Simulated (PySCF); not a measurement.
# Bond lengths and vibrations by method: Al2H3O cation

These are calculations, not measurements. They come from PySCF 2.14.0, an open-source quantum chemistry program, on an isolated molecule that a program drew, which may never have been made. The molecule is Al2H3O cation (charge +1, singlet), drawn as the SMILES string `[AlH+][O][AlH2]`.

The geometry was optimised and harmonic frequencies were computed with HF and MP2, all in the cc-pV(D+d)Z basis, for the commonest isotopes, with a restricted reference for singlets and an unrestricted one otherwise, and a frozen core in MP2. Each result is a local minimum of its method.

Geometry at the HF minimum:
```xyz
6
Al2H3O cation, angstrom
Al   -2.6462   -1.4933   -1.1619
O    -1.1510   -1.9604   -0.8011
Al    0.4886   -2.4728   -0.4067
H    -4.0753   -1.0459   -1.5063
H     1.5916   -1.7145   -1.2035
H     0.5525   -3.5959    0.6709
```

Lengths of the bonds as drawn, in Å (atoms numbered as above):
```
bond,HF,MP2
Al1-O2,1.607,1.633
O2-Al3,1.763,1.795
Al1-H4,1.537,1.542
Al3-H5,1.558,1.557
Al3-H6,1.558,1.557
```

Rotational constants, in GHz:
| constant | HF | MP2 |
|---|---|---|
| A | 123.3 | 121.5 |
| B | 2.895 | 2.806 |
| C | 2.829 | 2.742 |

Harmonic frequencies in cm^-1, each column in rising order, so a row needn't be the same motion in every method:
| rank | HF | MP2 |
|---|---|---|
| 1 | 133 | 104 |
| 2 | 160 | 128 |
| 3 | 439 | 405 |
| 4 | 444 | 409 |
| 5 | 514 | 476 |
| 6 | 593 | ? |
| 7 | 655 | 627 |
| 8 | 809 | 774 |
| 9 | 1165 | 1100 |
| 10 | 2078 | 2052 |
| 11 | 2100 | 2086 |
| 12 | 2180 | 2128 |

**Estimate the missing MP2 frequency from the HF column.**

A single factor s that minimises the squared misfit of MP2 against s times HF over the other rows is sum(HF x MP2) / sum(HF^2) = 0.9772, with an rms misfit of 25 cm^-1. For rank 6 it gives 0.9772 x 593 = 579 cm^-1. The calculation gives 550 cm^-1, 29 cm^-1 below the estimate. The drawn bonds are on average 0.7 % longer in MP2 than in HF.
